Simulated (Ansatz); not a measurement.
Reaction (redistribution): `CCBCC` + `S[CH2][ZnH]` → `CCBS` + `CC[CH2][ZnH]`

Calculated with Ansatz (gas phase, PBE0-D4/def2-TZVP geometries, no zero-point term in ΔE). CBS: MP2 limit from def2 TZ/QZ plus the TZ coupled-cluster correction, frozen cores. This one scheme is used for every species. For Zn outer-core shells are correlated without core-valence functions, which leaves a few kJ/mol of doubt a bond. Scalar relativity is left out up to krypton. One conformer a species, not always the lowest.

```
         level  ΔE (kJ/mol)
MP2/def2-TZVPP       -106.6
MP2/def2-QZVPP       -103.5
```

Question: What does CCSD(T)/CBS give? (Best estimate.)

Answer: The calculation gave: -99.4 kJ/mol. The listed levels differ from it by -7.2, -4.1 kJ/mol.

Largest T1 diagnostic among the species: 0.014.

In def2-TZVPP, CCSD(T) changes the Hartree–Fock value by −14.1 kJ/mol (the triples alone add −2.8 kJ/mol) and MP2 by −16.7 kJ/mol.
